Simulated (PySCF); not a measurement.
Correlation energy of Mg (magnesium, neutral)

[Ne] 3s1 3p1, 3s spin antiparallel (an excited configuration). All numbers are calculated (PySCF 2.14, no relativity, point nucleus, in aug-cc-pVQZ with one added diffuse shell each of s, p, d, f, g type (8s7p5d4f3g, 109 functions)). Frozen: [Ne]; 2 electrons correlated.

Total MP2 correlation energy: -16.84 mhartree.

Same-spin part 0.00 and opposite-spin part -16.84 mhartree; SCS-MP2 scales them by 1/3 and 6/5 to -20.21 mhartree.
